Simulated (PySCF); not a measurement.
Computed shifts of a molecule C9H8OS, HF/pcSseg-1 (PySCF), GIAO, gas phase, equivalent atoms averaged, in ppm (number of nuclei): ¹³C: 163.3 (1), 153.9 (1), 153.0 (1), 147.5 (1), 138.4 (1), 132.6 (1), 122.1 (1), 114.8 (1), 19.6 (1). ¹H: 8.05 (1), 7.84 (1), 7.51 (1), 7.43 (1), 7.24 (1), 2.91 (3). References: ¹³C against TMS (σ = 192.6 ppm); ³³S against H2S (σ = 725.2 ppm); ¹⁷O against H2O (σ = 333.0 ppm); ¹H against TMS (σ = 31.99 ppm), references at their B3LYP-D3(BJ)/def2-TZVP geometries, non-relativistic. Geometry optimised at PBE-D3(BJ)/def2-SVP. One conformer was computed; it need not be the lowest.

### Question
Which structure fits?
(A) Cc1ccc2c(O)csc2c1
(B) Cc1cc2cccc(S)c2o1
(C) Cc1csc(-c2ccco2)c1
(D) Cc1cc2ccc(S)cc2o1

### Answer
C, Cc1csc(-c2ccco2)c1
